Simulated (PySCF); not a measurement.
Te(F)4 cation (F₄Te), SMILES F[Te](F)(F)F (connectivity only; charge and spin as stated), charge +1, multiplicity 2. Atoms are numbered in the order given.

```xyz
5

Te     0.0000     0.0000     0.1925
F      0.0000     1.9131     0.4660
F      1.4158     0.0000    -1.0221
F      0.0000    -1.9131     0.4660
F     -1.4158     0.0000    -1.0221
```
Charge +1, spin multiplicity 2.

Geometry optimised at r2SCAN-D4/def2-SVP. The multiplicity is an assumed one; other spin states were not compared. The isomer is the one that the SMILES or the coordinates give; other isomers of the formula were not compared. The def2 effective core potentials stand for the cores of Te; spin–orbit coupling is left out.

The numbers are results of r2SCAN/def2-TZVP run with PySCF, not measurements.

ESP charges are fitted to the potential on shells at 1.4 to 2.0 van der Waals radii. Atomic charges (e):

```csv
atom,ESP fit,Löwdin,Mulliken spin
Te1,?,1.49,0.28
F2,?,-0.12,0.32
F3,?,-0.12,0.04
F4,?,-0.12,0.32
F5,?,-0.12,0.04
```

Question: Fill in the missing entries. (The exact figures need the calculation; the answer reports its results.)

Answer: 
- Te1, ESP fit: 1.45
- F2, ESP fit: -0.10
- F3, ESP fit: -0.12
- F4, ESP fit: -0.10
- F5, ESP fit: -0.12

Computed Mayer and Wiberg (Löwdin basis) orders of the bonds:
```
bond    Mayer  Wiberg
------  -----  ------
Te1–F2   0.97    1.38
Te1–F3   1.10    1.48
Te1–F4   0.97    1.38
Te1–F5   1.10    1.48
```
